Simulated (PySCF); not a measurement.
# ECD: `N#CC=C=C(C#N)C=O`, C₆H₂N₂O

Cartesian coordinates in Å; atom numbers follow the order of the lines, from 1:
```xyz
11

N     3.0690    0.2823    1.5666
C     2.3434    0.0181    0.7030
C     1.4737   -0.3202   -0.3774
C     0.2063    0.0087   -0.4065
C    -1.0845    0.2805   -0.4193
C    -1.5941    1.4959   -0.9774
N    -2.0603    2.4605   -1.4190
C    -2.0711   -0.7075    0.1689
O    -1.7512   -1.7682    0.6165
H     1.9031   -0.8804   -1.2200
H    -3.1275   -0.3492    0.1427
```

Computed, not measured: TDDFT CAM-B3LYP/aug-cc-pVDZ circular dichroism and optical rotation, one conformer, gas phase in PySCF. Geometry: PBE0-D3(BJ)/def2-SVP.

No stereocentre is labelled: unless the shape is locked (an allene, a helicene, a hindered biaryl), the mirror image is equally populated and a measured rotation or CD is zero.

Problem. Which excitations and rotatory strengths does the calculation give?

Solution. Rotatory strengths R in 10⁻⁴⁰ esu² cm², velocity form and length form (origin at the centre of mass); f in length form.
```tsv
state	E (eV)	λ (nm)	f	R (velocity)	R (length)	main
1	3.74	332	0.0001	+2.3	+2.6	HOMO→LUMO 0.81
2	4.73	262	0.0002	-1.6	-1.8	HOMO−2→LUMO 0.79, HOMO→LUMO 0.09
3	5.37	231	0.0006	-7.4	-7.5	HOMO−1→LUMO+1 0.93
4	5.52	225	0.206	+4.9	+5.1	HOMO−1→LUMO 0.83, HOMO→LUMO+1 0.10
5	5.93	209	0.403	-64.5	-66.3	HOMO→LUMO+1 0.86, HOMO−1→LUMO 0.10
6	6.25	198	6e-05	-1.9	-2.1	HOMO−4→LUMO 0.56, HOMO→LUMO+3 0.16
7	6.37	195	0.052	+47.3	+48.3	HOMO−3→LUMO+1 0.69, HOMO−2→LUMO+1 0.20
8	6.46	192	0.108	-2.4	-2.5	HOMO−2→LUMO+1 0.62, HOMO−3→LUMO+1 0.21
9	6.75	184	0.002	-1.8	-1.8	HOMO→LUMO+3 0.42, HOMO−4→LUMO 0.28
10	7.04	176	0.056	-1.2	-1.4	HOMO−3→LUMO 0.87
11	7.17	173	0.007	+3.0	+3.0	HOMO−2→LUMO+8 0.14, HOMO→LUMO+2 0.14
12	7.19	172	0.061	+13.7	+13.7	HOMO−1→LUMO+3 0.24, HOMO−7→LUMO 0.12
```

Among the states computed, the strongest CD band (largest |R|) is state 5. The largest dissymmetry factor in size, g = 4R/(D+G), with D and G the electric and magnetic dipole strengths, is -0.2 for state 6 (velocity form, f = 9e-05), among bands with |R| over 0.5. The mirror image has the same energies and oscillator strengths and all R with the opposite sign.
